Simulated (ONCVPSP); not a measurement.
**An all-electron radial function and its pseudo partner (Pd (Z = 46))**

Columns: radius, all-electron u(r) and pseudo u(r) of the 4s shell (level -85.33 eV) of palladium in the configuration [Ar] 3d10 4s2 4p6 4d10; PBE, scalar-relativistic, ONCV scheme, ONCVPSP 4.0.1.

| r (bohr) | all-electron | pseudo |
| --- | --- | --- |
| 0.095 | 0.4284 | 0.1279 |
| 0.190 | -0.2583 | 0.2644 |
| 0.285 | -0.6637 | 0.4142 |
| 0.380 | -0.3957 | 0.5747 |
| 0.475 | 0.1362 | 0.7365 |
| 0.570 | 0.6312 | 0.8847 |
| 0.665 | 0.9733 | 1.0032 |
| 0.760 | 1.1528 | 1.0785 |
| 0.855 | 1.2013 | 1.1040 |
| 0.950 | 1.1598 | 1.0802 |
| 1.045 | 1.0654 | 1.0148 |
| 1.140 | 0.9456 | 0.9198 |
| 1.235 | 0.8189 | 0.8087 |
| 1.330 | 0.6965 | 0.6937 |
| 1.425 | 0.5844 | 0.5840 |
| 1.520 | 0.4853 | 0.4852 |
| 1.615 | 0.3997 | 0.3996 |
| 1.710 | 0.3271 | 0.3270 |
| 1.805 | 0.2663 | 0.2662 |
| 1.900 | 0.2159 | 0.2159 |
| 1.995 | 0.1744 | 0.1744 |
| 2.090 | 0.1406 | 0.1405 |
| 2.185 | 0.1130 | 0.1130 |
| 2.280 | 0.0906 | 0.0906 |
| 2.375 | 0.0726 | 0.0726 |
| 2.470 | 0.0581 | 0.0580 |

(1) How many radial nodes do the two functions have?

(2) At about which radius was the pseudo-wave matched?

(3) Where does each function peak?

(4) Is the pseudo-wave norm-conserving?

Results:

(1) The all-electron 4s function has n − l − 1 = 3 (the table is too coarse to show those close to the nucleus); the pseudo-wave has 0, since the states of the same l below it are removed with the core.

(2) 1.55 bohr. The columns agree to 0.0005 from 1.43 bohr on; several derivatives are matched, so the curves merge somewhat inside the radius.

(3) Outermost all-electron maximum near 0.85 bohr, pseudo maximum near 0.85 bohr (to the table’s step).

(4) Yes: the ONCV scheme keeps the norm inside the radius equal to the all-electron one, which fixes the energy derivative of the logarithmic derivative at the level.
